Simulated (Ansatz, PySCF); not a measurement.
The pair A = H2O (SMILES O) (first 3 atoms), B = CH2O2 (SMILES O=CO); geometry from B3LYP-D3(BJ)/def2-TZVP.
(charge 0, multiplicity 1):
```xyz
8

O      0.68715     0.14478     0.20756
H      0.35834    -0.31763    -0.57006
H     -0.07471     0.59904     0.61144
O     -0.90497     0.69445     2.43326
C     -0.25132    -0.04032     3.13804
O      0.78768    -0.76478     2.75243
H     -0.45822    -0.18844     4.20526
H      0.94296    -0.60523     1.78444
```

Frozen-core correlation. CBS(a, b) extrapolates the correlation energy as X⁻³ and adds the Hartree–Fock energy of set b. MP2 and its Hartree–Fock in aug-cc-pVTZ are density fitted.

Programs: Ansatz (a program for electronic structure); PySCF for the dispersion terms. Each number belongs to the level named beside it.

The monomers are drawn apart, rigid, along the line of their centres of mass. Counterpoise-corrected interaction energies (kcal/mol):

```csv
level,R = 3.379 Å,R = 4.085 Å
PBE/def2-TZVPPD,-6.3633,-2.8905
PBE-D3(BJ)/def2-TZVPPD,-6.9635,-3.2017
wB97M-V/def2-TZVPPD,-6.7175,-3.0240
"MP2/CBS(aug-cc-pVDZ, aug-cc-pVTZ) + ΔCCSD(T)/aug-cc-pVDZ",-6.5538,-2.9856
```

Question: R is the distance of the centres of mass. Find the local exponent m of E ∝ R⁻ᵐ between the two points.

Answer: 
m = ln(E₁/E₂)/ln(R₂/R₁): PBE/def2-TZVPPD 4.2; PBE-D3(BJ)/def2-TZVPPD 4.1; wB97M-V/def2-TZVPPD 4.2; MP2/CBS(aug-cc-pVDZ, aug-cc-pVTZ) + ΔCCSD(T)/aug-cc-pVDZ 4.1. For scale, two fixed dipoles give m = 3, dipole and quadrupole 4, quadrupoles 5, and dispersion or dipole-induced dipole 6 at long range; at these distances several terms mix, and what is left of overlap and damping shifts m, so it need not match one of them.
